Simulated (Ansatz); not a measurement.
C₂H₆FGa (`[CH3][Ga]([CH3])[F]`), relaxed with RKS PBE-D4/def2-SVP in Ansatz from a rough embedded geometry. The force threshold is 0.03 eV/Å; the program also tests the step.

Charge 0, multiplicity 1.

Start:

```xyz
10

C     0.935    1.248    0.079
Ga   -0.253    0.182   -0.624
C    -0.873   -1.311    0.089
F    -1.492    1.032   -0.550
H     1.139    0.978    1.141
H     1.607    0.683   -0.580
H     1.259    2.342   -0.015
H    -1.757   -1.987   -0.089
H    -0.052   -1.733   -0.587
H    -0.513   -1.433    1.135
```

Task: By how much does the energy fall, and how many steps does the optimiser take? (An estimate is asked.)

Result: The calculation gave: 133.05 kcal/mol, in 7 steps.

Task: Which bonds change most? (Best estimate.)

Result: Ansatz gave: Ga2–F4 from 1.504 to 1.788 Å; C1–Ga2 from 1.744 to 1.968 Å; Ga2–C3 from 1.767 to 1.969 Å; C1–H7 from 1.145 to 1.107 Å.

Task: Give the relaxed structure. (An estimate is asked.)

Result: Computed: 
```xyz
10

C     1.210    1.358    0.105
Ga   -0.412    0.288   -0.204
C    -0.850   -1.610    0.083
F    -1.768    1.232   -0.888
H     1.561    1.242    1.150
H     2.027    1.012   -0.562
H     1.015    2.428   -0.097
H    -1.917   -1.799   -0.141
H    -0.228   -2.248   -0.577
H    -0.638   -1.904    1.130
```
